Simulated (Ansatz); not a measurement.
Ansatz (a first-principles code) input (RI-MP2/def2-TZVPPD):
A basis named .json is the Basis Set Exchange file of that set.

Ansatz 0.2 input:
```yaml
crystal:
  periodic: [false, false, false]
  atoms:
    - {symbol: V, position_ang: [0.01818213, 0.01380595, -0.01752914]}
    - {symbol: O, position_ang: [1.00971970, 0.76669450, -0.97345669]}
    - {symbol: O, position_ang: [0.93959993, -0.86824728, 1.21920941]}
    - {symbol: H, position_ang: [1.90262620, -0.84493734, 1.24189595]}
    - {symbol: O, position_ang: [-0.95704360, -1.13523887, -0.95837008]}
    - {symbol: H, position_ang: [-0.84290840, -1.23142781, -1.91031465]}
    - {symbol: O, position_ang: [-1.05409051, 1.18985505, 0.77221183]}
    - {symbol: H, position_ang: [-0.98339113, 2.13432107, 0.59483323]}
basis:
  gaussian:
    orbitals: def2-TZVPPD.json
    fitting: {mean_field: def2-universal-jkfit, correlation: def2-TZVPPD-RIFIT.json}
magnetization: {spin_polarized: true, initial_magnetization: 2}
correlation: {method: mp2, electrons: outside_noble_gas}
```

End of the output:

```
integrals: 0.45 GiB planned
626 factors; integrals over basis functions are off by at most 8.8e-1 eV
710 factors; integrals over basis functions are off by at most 1.5e2 eV
mean field: 1.37 GiB planned
mean field evaluation 1: about -33844.1509 eV, gradient 5.4e1 eV
mean field evaluation 2: about -33832.5147 eV, gradient 9.0e1 eV
mean field evaluation 4: about -33854.4597 eV, gradient 3.8e0 eV
mean field evaluation 8: about -33854.6686 eV, gradient 7.9e-1 eV
mean field evaluation 16: about -33855.2874 eV, gradient 3.2e0 eV
mean field evaluation 32: about -33854.9507 eV, gradient 4.6e-6 eV
mean field evaluation 64: about -33856.4501 eV, gradient 2.2e-2 eV
mean field evaluation 96: about -33855.5841 eV, gradient 5.1e-1 eV
mean field evaluation 128: about -33854.0934 eV, gradient 4.5e0 eV
mean field evaluation 160: about -33854.2011 eV, gradient 6.3e0 eV
mean field evaluation 192: about -33856.6894 eV, gradient 1.9e-3 eV
mean field evaluation 224: about -33854.6557 eV, gradient 9.4e-4 eV
mean field -33856.68935178 eV, -1244.2103847895 hartree, gradient 2.0e-6 eV, S^2 2.011148; 18 other end points of the search recorded, 0 dependent functions left out
13 core orbitals not correlated
reference -33856.68935178 eV, -1244.2103847895 hartree; 17, 15 occupied and 248, 250 virtual orbitals, 710 factors
second order -30.51112623 eV of doubles, -0.00000000 eV of singles
Total energy: -33887.20047801 eV, -1245.3316479973 hartree
```

This state (charge 0, triplet) is run at the relaxed geometry of the species with charge 0 and multiplicity 1, and is a spin state other than that species' own.
